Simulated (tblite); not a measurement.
CH8GeO3Si.
Atom-mapped SMILES: `[CH3:1][O:2][Si@@H:3]([OH:4])[O:5][GeH3:6]` (hydrogens: H7, H8, H9 on C1; H10 on Si3; H11 on O4; H12, H13, H14 on Ge6)

Computed with GFN2-xTB (tblite), gas phase: L-BFGS steps from a force-field or distance-geometry start until the largest atomic force falls under 0.01 eV/Å.

Step 65: E = -605.1832 eV
```
atom  x, y, z in Å  |  force x, y, z in eV/Å
C1     -1.9626   -0.2668    1.1827   -0.027  -0.010   0.018
O2     -0.6903   -0.2952    0.5991   -0.040   0.008  -0.033
Si3    -0.3395    0.3608   -0.8410    0.031  -0.002  -0.004
O4     -0.9076    1.8804   -0.9166    0.193   0.148  -0.031
O5      1.2783    0.3273   -0.9300    0.025   0.012   0.000
Ge6     2.4547   -0.6837   -0.1282   -0.077   0.001  -0.061
H7     -1.8447   -0.0898    2.2518   -0.007  -0.011   0.031
H8     -2.5788    0.5218    0.7511    0.021   0.026   0.014
H9     -2.4616   -1.2253    1.0282    0.005  -0.036  -0.003
H10    -0.9087   -0.3871   -1.9511    0.004  -0.022  -0.013
H11    -0.3324    2.5959   -1.1879   -0.125  -0.174   0.026
H12     2.1020   -0.7987    1.3164    0.019  -0.009   0.025
H13     3.7211    0.0753   -0.3721    0.019   0.023   0.006
H14     2.4694   -2.0156   -0.8246   -0.040   0.047   0.027
```

Step 66: E = -605.1861 eV
```
atom  x, y, z in Å  |  force x, y, z in eV/Å
C1     -1.9568   -0.2743    1.1840   -0.071  -0.010   0.030
O2     -0.6837   -0.2908    0.6009   -0.078   0.010   0.000
Si3    -0.3372    0.3718   -0.8369    0.011  -0.050   0.017
O4     -0.8948    1.8945   -0.8946    0.115   0.105  -0.013
O5      1.2788    0.3273   -0.9377    0.036   0.022  -0.021
Ge6     2.4471   -0.6823   -0.1285    0.029   0.020  -0.022
H7     -1.8478   -0.1166    2.2584    0.029  -0.028  -0.019
H8     -2.5733    0.5211    0.7664    0.024   0.055   0.004
H9     -2.4615   -1.2272    1.0083    0.049  -0.034   0.004
H10    -0.9132   -0.3754   -1.9436   -0.002  -0.021  -0.033
H11    -0.3421    2.5955   -1.2341   -0.066  -0.099   0.009
H12     2.0927   -0.7885    1.3157    0.019   0.003   0.035
H13     3.7236    0.0669   -0.3760   -0.037   0.001   0.017
H14     2.4676   -2.0225   -0.8045   -0.058   0.026  -0.009
```

**Question.** Estimate the geometry and energy of step 67. (The exact step hangs on the optimiser's Hessian estimate; all steps are aligned on step 66, rigid shifts and turns removed.)

**Answer.** E = -605.1875 eV, largest force 0.182 eV/Å
```
atom  x, y, z in Å  |  force x, y, z in eV/Å
C1     -1.9552   -0.2784    1.1857   -0.074   0.005   0.023
O2     -0.6821   -0.2825    0.6025   -0.074   0.001   0.013
Si3    -0.3348    0.3798   -0.8347    0.013  -0.055   0.020
O4     -0.8896    1.9036   -0.8852    0.131   0.123  -0.030
O5      1.2814    0.3294   -0.9397    0.018   0.021  -0.018
Ge6     2.4449   -0.6830   -0.1280    0.045   0.026   0.009
H7     -1.8482   -0.1343    2.2626    0.037  -0.034  -0.033
H8     -2.5740    0.5208    0.7788    0.024   0.054   0.003
H9     -2.4571   -1.2302    0.9962    0.051  -0.033   0.008
H10    -0.9112   -0.3687   -1.9407   -0.004  -0.019  -0.038
H11    -0.3539    2.5978   -1.2650   -0.079  -0.118   0.026
H12     2.0896   -0.7853    1.3170    0.023   0.010   0.024
H13     3.7269    0.0578   -0.3769   -0.049   0.000   0.018
H14     2.4628   -2.0272   -0.7948   -0.064   0.018  -0.024
```

The energy changes by -0.0014 eV. The first-order estimate −F·Δx gives -0.0018 eV and the mean of the old and new forces, exact on a quadratic surface, -0.0014 eV. The step makes an angle of 83° with the force vector and moves no atom by more than 0.033 Å.

The cost below is that of the whole relaxation. On an Arm Neoverse V2 with one thread, shared host with 192 logical CPUs at a one-minute load of 81, this took 1.1 s of wall time.
